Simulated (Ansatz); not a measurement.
Coupled-cluster diagnostics for Pb2Se3, Ansatz.

Geometry of the singlet (PBE-D4/def2-SVP):

```
atom   x (Å)   y (Å)   z (Å)
 Pb1  -0.942   0.168  -0.068
 Pb2   2.658  -0.475   0.194
 Se3  -3.354   0.602  -0.247
 Se4   0.889   0.925   1.726
 Se5   0.749  -1.220  -1.604
```

In the def2 sets Pb takes a core potential; there is no spin–orbit coupling. Correlated methods freeze 35 core orbitals; core or outer-core shells of Pb, Se are correlated, in sets that lack core-valence functions. Another isomer (singlet) lies 1.58 eV lower at PBE0-D4/def2-TZVP; other spin states weren't run for this one.

**Question.** Estimate the CCSD(T) correlation energy, the shares of MP2 and (T), T1 and the reference's ⟨S²⟩ for: charge 0, singlet, own geometry in def2-SVP; and the rough time on 4 threads of Arm Neoverse V1 on a shared host.

**Answer.** 
| state | basis | correlation (eV) | MP2 share (%) | (T) share (%) | T1 | ⟨S²⟩ (pure) | wall time |
| --- | --- | --- | --- | --- | --- | --- | --- |
| charge 0, singlet, own geometry | def2-SVP | -25.170 | 95.5 | 4.1 | 0.017 | 0.00 (0.00) | 56 s |
Customary marks for T1 are 0.02 (closed shells), 0.045 (open shells) and about 0.05 (3d metals). T1 stays under 0.02 throughout.
